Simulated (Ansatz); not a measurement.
System: AlH$_{3}$, charge 0, triplet. This triplet is an excited state, 2.9 eV above the singlet at CCSD(T)/cc-pV(5+d)Z (Ansatz, a program for electronic structure). AlH3 (parent SMILES [AlH3], triplet).
B3LYP-D3(BJ)/def2-TZVP minimum from Ansatz:
```
Al
H 1 1.5884
H 1 1.8763 2 101.76
H 3 0.8286 1 77.24 2 92.70
```
Charge 0, spin multiplicity 3.

Total energies in cc-pV(T+d)Z, 6 correlated electrons, 5 frozen orbitals. Open shells are spin-unrestricted; no spin-orbit coupling. Correlated methods leave the cores frozen. No relativity. The spin of H3Al (parent SMILES [AlH3], triplet) was assumed, and the state is the lowest solution found for it.

| method | program | energy (Eh) | minus CCSDT(Q) (mEh) |
|---|---|---|---|
| HF | Ansatz | -243.55302 | 107.45 |
| MP2 | Ansatz | -243.63592 | 24.55 |
| CCSD | Ansatz | -243.65738 | 3.09 |
| CCSD(T) | Ansatz | -243.65973 | 0.74 |
| CCSDT(Q) | Ansatz | -243.66047 | 0.00 |

Rough core times of Ansatz's runs on a shared machine: CCSD(T) under 20 s, CCSDT(Q) 2 min.
